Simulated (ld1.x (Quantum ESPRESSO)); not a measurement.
## Building the RRKJ potential for cerium (LDA (PZ), scalar-relativistic).

Input for ld1.x (Quantum ESPRESSO) 7.5:

```
&input
   title='Ce', zed=58., rel=1, dft='PZ', iswitch=3,
   config='[Xe] 4f1 5d0 6s0 6p0',
   nld=4, rlderiv=2.85, eminld=-7.0, emaxld=5.0, deld=0.02
 /
 &inputp
   pseudotype=2, tm=.false., lloc=0,
   nlcc=.true., new_core_ps=.true., rcore=1.00,
   file_pseudopw='Ce.UPF', file_wfcaegen='ae.wfc', file_wfcncgen='nc.wfc', file_beta='beta', file_chi='chi'
 /
4
5P  2  1   6.00   0.00  2.30  2.30  0.0
5D  3  2   0.00   0.00  2.60  2.60  0.0
4F  4  3   1.00   0.00  1.65  1.65  0.0
5S  1  0   2.00   0.00  2.50  2.50  0.0
 &test
   configts(1)='4f1 5s2 5p6 5d0 6s0 6p0'
 /
```

Command:

```bash
ld1.x < Ce.in > Ce.out
```

The program printed (shortened: banner, matrices, multipoles, cross overlaps and the repeated all-electron block are left out):

```
Program LD1 v.7.5
     --------------------------- All-electron run ----------------------------

     Ce
     scalar relativistic calculation

     atomic number is 58.00
     dft =PZ   lsd =0 sic =0 latt =0  beta=0.20 tr2=1.0E-14
     Exchange-correlation= PZ
                           (   1   1   0   0   0   0   0)
     mesh =1255 r(mesh) = 100.94310 a.u. xmin = -7.00 dx = 0.01250
     1 Ry =  13.60569312 eV, c = 137.03599908

     n l     nl                  e(Ry)          e(Ha)          e(eV)
     1 0     1S 1( 2.00)     -2958.5926     -1479.2963    -40253.7024
     2 0     2S 1( 2.00)      -475.2660      -237.6330     -6466.3230
     2 1     2P 1( 6.00)      -426.0417      -213.0208     -5796.5922
     3 0     3S 1( 2.00)      -103.6738       -51.8369     -1410.5539
     3 1     3P 1( 6.00)       -88.0175       -44.0088     -1197.5397
     4 0     4S 1( 2.00)       -22.3334       -11.1667      -303.8615
     4 1     4P 1( 6.00)       -17.2177        -8.6088      -234.2582
     3 2     3D 1(10.00)       -65.7205       -32.8603      -894.1733
     5 0     5S 1( 2.00)        -4.6967        -2.3483       -63.9017
     5 1     5P 1( 6.00)        -3.3879        -1.6939       -46.0942
     4 2     4D 1(10.00)        -9.8528        -4.9264      -134.0539
     4 3     4F 1( 1.00)        -2.1302        -1.0651       -28.9824
     5 2     5D 1( 0.00)        -1.7496        -0.8748       -23.8049
     6 0     6S 1( 0.00)        -1.5209        -0.7604       -20.6924
     6 1     6P 1( 0.00)        -1.1732        -0.5866       -15.9621

     final scf error:  1.7E-15 reached in  32 iterations

     Etot =  -17705.059867 Ry,   -8852.529934 Ha, -240889.611277 eV

     Ekin =   18762.180328 Ry,    9381.090164 Ha,  255272.467860 eV
     Encl =  -42805.387507 Ry,  -21402.693753 Ha, -582396.966429 eV
     Eh   =    6742.060354 Ry,    3371.030177 Ha,   91730.404190 eV
     Exc  =    -403.913042 Ry,    -201.956521 Ha,   -5495.516897 eV

     normalization and overlap integrals

     s(1S/1S) =  1.000000  <r> =   0.0246  <r2> =    0.0008  r(max) =   0.0158
     s(2S/2S) =  1.000000  <r> =   0.1053  <r2> =    0.0131  r(max) =   0.0887
     s(2P/2P) =  1.000000  <r> =   0.0924  <r2> =    0.0104  r(max) =   0.0717
     s(3S/3S) =  1.000000  <r> =   0.2790  <r2> =    0.0889  r(max) =   0.2534
     s(3P/3P) =  1.000000  <r> =   0.2770  <r2> =    0.0889  r(max) =   0.2502
     s(4S/4S) =  1.000000  <r> =   0.6376  <r2> =    0.4588  r(max) =   0.5928
     s(4P/4P) =  1.000000  <r> =   0.6751  <r2> =    0.5183  r(max) =   0.6154
     s(3D/3D) =  1.000000  <r> =   0.2537  <r2> =    0.0759  r(max) =   0.2049
     s(5S/5S) =  1.000000  <r> =   1.4999  <r2> =    2.5220  r(max) =   1.3697
     s(5P/5P) =  1.000000  <r> =   1.7142  <r2> =    3.3097  r(max) =   1.5327
     s(4D/4D) =  1.000000  <r> =   0.7445  <r2> =    0.6428  r(max) =   0.6551
     s(4F/4F) =  1.000000  <r> =   1.0571  <r2> =    1.4322  r(max) =   0.7061
     s(5D/5D) =  1.000000  <r> =   2.3301  <r2> =    6.1784  r(max) =   2.0179
     s(6S/6S) =  1.000000  <r> =   3.3348  <r2> =   12.3750  r(max) =   3.1254
     s(6P/6P) =  1.000000  <r> =   3.8917  <r2> =   16.9066  r(max) =   3.6312

     ------------------------ End of All-electron run ------------------------

     --------------------- Generating NC pseudopotential ---------------------

      Generating local pot.: lloc=0, matching radius rcloc =   2.5000

      Computing core charge for nlcc:

       r > 1.00 : true rho core
      Core charge pseudized with two Bessel functions
      Integrated core pseudo-charge :  24.86

      Wfc   5P  rcut= 2.315  Estimated cut-off energy=       33.99 Ry
      This function has    0 nodes for 0 < r <    2.315

      Wfc   5D  rcut= 2.624  Estimated cut-off energy=       34.02 Ry
      This function has    0 nodes for 0 < r <    2.624

      Wfc   4F  rcut= 1.632  Estimated cut-off energy=      111.75 Ry
      This function has    0 nodes for 0 < r <    1.632

     ------------------- End of pseudopotential generation -------------------

     Computing logarithmic derivative in   2.84575
     Message from routine compute phi:
     negative determinant

      ld=  -0.665347 f2ae -1.148735 faenor  0.636614
     Computing logarithmic derivative in   2.84575
     Computing the partial wave expansion
       no projector for channel:   0
     R is outside the sphere for l=    1 j= 0.00
     R is outside the sphere for l=    2 j= 0.00
     R is outside the sphere for l=    3 j= 0.00

     ---------------------- Testing the pseudopotential ----------------------

     Ce
     scalar relativistic calculation

     atomic number is 58.00   valence charge is 12.00
     dft =PZ   lsd =0 sic =0 latt =0  beta=0.20 tr2=1.0E-14
     mesh =1255 r(mesh) = 100.94310 xmin = -7.00 dx = 0.01250

     n l     nl             e AE (Ry)        e PS (Ry)    De AE-PS (Ry)
     4 3     4F   1( 1.00)       -2.13017       -2.13017        0.00000
     1 0     5S   1( 2.00)       -4.69669       -4.69669       -0.00000
     2 1     5P   1( 6.00)       -3.38786       -3.38786        0.00000
     3 2     5D   1( 0.00)       -1.74963       -1.74963        0.00000
     2 0     6S   1( 0.00)       -1.52086       -1.74634        0.22548  !
     3 1     6P   1( 0.00)       -1.17319       -1.16630       -0.00689  !

     eps = 1.7E-15  iter =  3

     Etot =  -17705.059867 Ry,   -8852.529934 Ha, -240889.611277 eV
     Etotps =  -150.995403 Ry,     -75.497702 Ha,   -2054.397120 eV

     Ekin =      29.784787 Ry,      14.892393 Ha,     405.242669 eV
     Encl =    -126.402737 Ry,     -63.201369 Ha,   -1719.796853 eV
     Ehrt =      45.475565 Ry,      22.737782 Ha,     618.726579 eV
     Ecxc =     -87.613580 Ry,     -43.806790 Ha,   -1192.043484 eV
     (Ecc =     -75.337609 Ry,     -37.668804 Ha,   -1025.020383 eV)
     Epseu=     -12.239437 Ry,      -6.119719 Ha,    -166.526030 eV

     ---------------------- End of pseudopotential test ----------------------
```

Generation and configuration tests took about 6.2 s on one core of a shared server CPU.

Transferability test of the new file with ld1.x, input:

```
&input
   title='Ce', zed=58., rel=1, dft='PZ', iswitch=2,
   config='[Xe] 4f1 5d0 6s0 6p0'
 /
 &test
   file_pseudo='Ce.UPF', nconf=10,
   configts(1)='4f1 5s2 5p6 5d0 6s0 6p0',
   configts(2)='4f1 5s2 5p6 5d1 6s2 6p0',
   configts(3)='4f1 5s2 5p6 5d1 6s1 6p0',
   configts(4)='4f1 5s2 5p6 5d1 6s0 6p0',
   configts(5)='4f0 5s2 5p6 5d2 6s1 6p0',
   configts(6)='4f2 5s2 5p6 5d0 6s1 6p0',
   configts(7)='4f0 5s2 5p6 5d1 6s2 6p0',
   configts(8)='4f0 5s2 5p6 5d0 6s0 6p0',
   configts(9)='4f1 5s2 5p6 5d0 6s0 6p0', lsdts(9)=1,
   configts(10)='4f1 5s2 5p6 5d1 6s2 6p0', lsdts(10)=1
 /
```

```bash
ld1.x < Ce.test.in > Ce.test.out
```

Pseudopotential blocks of its output, shortened (energy terms left out; the distinct warnings before each block abridged to one line each):

```
     ---------------------- Testing the pseudopotential ----------------------

     n l     nl             e AE (Ry)        e PS (Ry)    De AE-PS (Ry)
     4 3     4F   1( 1.00)       -2.13017       -2.13017        0.00000
     1 0     5S   1( 2.00)       -4.69669       -4.69669       -0.00000
     2 1     5P   1( 6.00)       -3.38786       -3.38786        0.00000
     3 2     5D   1( 0.00)       -1.74963       -1.74963        0.00000
     2 0     6S   1( 0.00)       -1.52086       -1.74634        0.22548  !
     3 1     6P   1( 0.00)       -1.17319       -1.16630       -0.00689  !

     eps = 2.4E-15  iter = 21

     Etot =  -17705.059868 Ry,   -8852.529934 Ha, -240889.611282 eV
     Etotps =  -150.995404 Ry,     -75.497702 Ha,   -2054.397131 eV

     ---------------------- End of pseudopotential test ----------------------

          Warning: convergence not achieved
     Warning: n=1, l=0 expected 0 nodes, found 1
     Warning: n=2, l=0 expected 1 nodes, found 0
     Warning: n=2, l=1 expected 0 nodes, found 1
     ---------------------- Testing the pseudopotential ----------------------

     n l     nl             e AE (Ry)        e PS (Ry)    De AE-PS (Ry)
     4 3     4F   1( 1.00)       -0.41230       -0.00000       -0.41230  !
     1 0     5S   1( 2.00)       -2.99306       -0.00000       -2.99306  !
     2 1     5P   1( 6.00)       -1.71244       -0.01089       -1.70155  !
     3 2     5D   1( 1.00)       -0.23398       -0.00000       -0.23398  !
     2 0     6S   1( 2.00)       -0.28561       -0.00000       -0.28561  !
     3 1     6P   1( 0.00)       -0.10375       -0.10375        0.00000

     eps = 1.2E-01  iter =201

     Etot =  -17707.775999 Ry,   -8853.887999 Ha, -240926.566130 eV
     Etotps =   -79.665286 Ry,     -39.832643 Ha,   -1083.901429 eV
     dEtot_ae =      -2.716131 Ry
     dEtot_ps =      71.330118 Ry,   Delta E=     -74.046250 Ry

     ---------------------- End of pseudopotential test ----------------------

          ---------------------- Testing the pseudopotential ----------------------

     n l     nl             e AE (Ry)        e PS (Ry)    De AE-PS (Ry)
     4 3     4F   1( 1.00)       -0.85206       -0.76877       -0.08329  !
     1 0     5S   1( 2.00)       -3.43255       -3.35697       -0.07558  !
     2 1     5P   1( 6.00)       -2.15005       -2.08588       -0.06416  !
     3 2     5D   1( 1.00)       -0.64338       -0.60034       -0.04304  !
     2 0     6S   1( 1.00)       -0.64334       -0.71999        0.07665  !
     3 1     6P   1( 0.00)       -0.41272       -0.38560       -0.02712  !

     eps = 5.2E-15  iter = 20

     Etot =  -17707.315127 Ry,   -8853.657563 Ha, -240920.295644 eV
     Etotps =  -153.362284 Ry,     -76.681142 Ha,   -2086.600168 eV
     dEtot_ae =      -2.255259 Ry
     dEtot_ps =      -2.366880 Ry,   Delta E=       0.111621 Ry

     ---------------------- End of pseudopotential test ----------------------

          ---------------------- Testing the pseudopotential ----------------------

     n l     nl             e AE (Ry)        e PS (Ry)    De AE-PS (Ry)
     4 3     4F   1( 1.00)       -1.36104       -1.37010        0.00905  !
     1 0     5S   1( 2.00)       -3.94017       -3.94406        0.00388
     2 1     5P   1( 6.00)       -2.65311       -2.65459        0.00148
     3 2     5D   1( 1.00)       -1.10481       -1.10502        0.00020
     2 0     6S   1( 0.00)       -1.02373       -1.17908        0.15535  !
     3 1     6P   1( 0.00)       -0.74112       -0.73721       -0.00391

     eps = 8.6E-15  iter = 13

     Etot =  -17706.481184 Ry,   -8853.240592 Ha, -240908.949275 eV
     Etotps =  -152.416978 Ry,     -76.208489 Ha,   -2073.738625 eV
     dEtot_ae =      -1.421316 Ry
     dEtot_ps =      -1.421574 Ry,   Delta E=       0.000257 Ry

     ---------------------- End of pseudopotential test ----------------------

          ---------------------- Testing the pseudopotential ----------------------

     n l     nl             e AE (Ry)        e PS (Ry)    De AE-PS (Ry)
     4 3     4F   1( 0.00)       -1.31198       -1.13391       -0.17807  !
     1 0     5S   1( 2.00)       -3.68816       -3.61756       -0.07061  !
     2 1     5P   1( 6.00)       -2.35100       -2.26650       -0.08450  !
     3 2     5D   1( 2.00)       -0.73565       -0.67273       -0.06292  !
     2 0     6S   1( 1.00)       -0.67792       -0.80119        0.12327  !
     3 1     6P   1( 0.00)       -0.43191       -0.39957       -0.03234  !

     eps = 5.6E-15  iter = 14

     Etot =  -17706.924760 Ry,   -8853.462380 Ha, -240914.984430 eV
     Etotps =  -153.049865 Ry,     -76.524932 Ha,   -2082.349489 eV
     dEtot_ae =      -1.864892 Ry
     dEtot_ps =      -2.054460 Ry,   Delta E=       0.189568 Ry

     ---------------------- End of pseudopotential test ----------------------

          ---------------------- Testing the pseudopotential ----------------------

     n l     nl             e AE (Ry)        e PS (Ry)    De AE-PS (Ry)
     4 3     4F   1( 2.00)       -0.47942       -0.44894       -0.03048  !
     1 0     5S   1( 2.00)       -3.19342       -3.11688       -0.07654  !
     2 1     5P   1( 6.00)       -1.95910       -1.91058       -0.04852  !
     3 2     5D   1( 0.00)       -0.55449       -0.52623       -0.02826  !
     2 0     6S   1( 1.00)       -0.60295       -0.64831        0.04535  !
     3 1     6P   1( 0.00)       -0.38895       -0.36647       -0.02248  !

     eps = 6.3E-15  iter = 19

     Etot =  -17707.376261 Ry,   -8853.688131 Ha, -240921.127425 eV
     Etotps =  -153.402113 Ry,     -76.701056 Ha,   -2087.142072 eV
     dEtot_ae =      -2.316394 Ry
     dEtot_ps =      -2.406709 Ry,   Delta E=       0.090315 Ry

     ---------------------- End of pseudopotential test ----------------------

          ---------------------- Testing the pseudopotential ----------------------

     n l     nl             e AE (Ry)        e PS (Ry)    De AE-PS (Ry)
     4 3     4F   1( 0.00)       -1.49076       -1.17457       -0.31620  !
     1 0     5S   1( 2.00)       -3.85675       -3.67417       -0.18258  !
     2 1     5P   1( 6.00)       -2.50774       -2.33374       -0.17399  !
     3 2     5D   1( 1.00)       -0.85021       -0.72772       -0.12250  !
     2 0     6S   1( 2.00)       -0.74213       -0.83343        0.09129  !
     3 1     6P   1( 0.00)       -0.47809       -0.42060       -0.05748  !

     eps = 9.4E-15  iter = 18

     Etot =  -17706.842302 Ry,   -8853.421151 Ha, -240913.862540 eV
     Etotps =  -153.167149 Ry,     -76.583574 Ha,   -2083.945220 eV
     dEtot_ae =      -1.782435 Ry
     dEtot_ps =      -2.171744 Ry,   Delta E=       0.389310 Ry

     ---------------------- End of pseudopotential test ----------------------

          ---------------------- Testing the pseudopotential ----------------------

     n l     nl             e AE (Ry)        e PS (Ry)    De AE-PS (Ry)
     4 3     4F   1( 0.00)       -3.49646       -3.39975       -0.09671  !
     1 0     5S   1( 2.00)       -5.81453       -5.83327        0.01874  !
     2 1     5P   1( 6.00)       -4.42731       -4.41355       -0.01376  !
     3 2     5D   1( 0.00)       -2.61508       -2.59605       -0.01903  !
     2 0     6S   1( 0.00)       -2.16478       -2.56383        0.39905  !
     3 1     6P   1( 0.00)       -1.74719       -1.73597       -0.01122  !

     eps = 1.8E-15  iter =  9

     Etot =  -17702.258069 Ry,   -8851.129034 Ha, -240851.490870 eV
     Etotps =  -148.239879 Ry,     -74.119939 Ha,   -2016.906297 eV
     dEtot_ae =       2.801799 Ry
     dEtot_ps =       2.755525 Ry,   Delta E=       0.046273 Ry

     ---------------------- End of pseudopotential test ----------------------

          ---------------------- Testing the pseudopotential ----------------------

     n l     nl             e AE (Ry)        e PS (Ry)    De AE-PS (Ry)
     4 3     4F   1( 1.00)       -2.15203       -2.15864        0.00661  !
     1 0     5S   1( 1.00)       -4.71206       -4.71593        0.00388
     2 1     5P   1( 3.00)       -3.39996       -3.40282        0.00286
     3 2     5D   1( 0.00)       -1.75597       -1.75654        0.00057
     2 0     6S   1( 0.00)       -1.52382       -1.75272        0.22890  !
     3 1     6P   1( 0.00)       -1.17541       -1.16892       -0.00649  !
     4 3     4F   2( 0.00)       -2.10508       -2.09772       -0.00736  !
     1 0     5S   2( 1.00)       -4.67956       -4.67479       -0.00477
     2 1     5P   2( 3.00)       -3.37443       -3.37111       -0.00333
     3 2     5D   2( 0.00)       -1.74262       -1.74195       -0.00068
     2 0     6S   2( 0.00)       -1.51750       -1.73879        0.22129  !
     3 1     6P   2( 0.00)       -1.17063       -1.16321       -0.00742  !

     eps = 8.0E-15  iter = 17

     Etot =  -17705.071617 Ry,   -8852.535809 Ha, -240889.771144 eV
     Etotps =  -151.010633 Ry,     -75.505316 Ha,   -2054.604329 eV
     dEtot_ae =      -0.011750 Ry
     dEtot_ps =      -0.015229 Ry,   Delta E=       0.003479 Ry

     ---------------------- End of pseudopotential test ----------------------

          BEWARE! Errors in PS-KS equations
     ---------------------- Testing the pseudopotential ----------------------

     n l     nl             e AE (Ry)        e PS (Ry)    De AE-PS (Ry)
     4 3     4F   1( 1.00)       -0.43477       -0.09226       -0.34251  !
     1 0     5S   1( 1.00)       -3.01420       -5.83327        2.81908  !
     2 1     5P   1( 3.00)       -1.73304       -4.41355        2.68051  !
     3 2     5D   1( 1.00)       -0.25037       -0.82640        0.57604  !
     2 0     6S   1( 1.00)       -0.29536       -0.00673       -0.28863  !
     3 1     6P   1( 0.00)       -0.10852       -0.06810       -0.04042  !
     4 3     4F   2( 0.00)       -0.38040       -0.38040        0.00000
     1 0     5S   2( 1.00)       -2.96317       -5.83327        2.87010  !
     2 1     5P   2( 3.00)       -1.68362       -4.41355        2.72993  !
     3 2     5D   2( 0.00)       -0.21206       -0.21206        0.00000
     2 0     6S   2( 1.00)       -0.27289       -0.00661       -0.26628  !
     3 1     6P   2( 0.00)       -0.09766       -0.06810       -0.02957  !

     eps = 2.7E-15  iter = 38

     Etot =  -17707.799160 Ry,   -8853.899580 Ha, -240926.881256 eV
     Etotps =  -149.171878 Ry,     -74.585939 Ha,   -2029.586791 eV
     dEtot_ae =      -2.739293 Ry
     dEtot_ps =       1.823526 Ry,   Delta E=      -4.562819 Ry

     ---------------------- End of pseudopotential test ----------------------
```
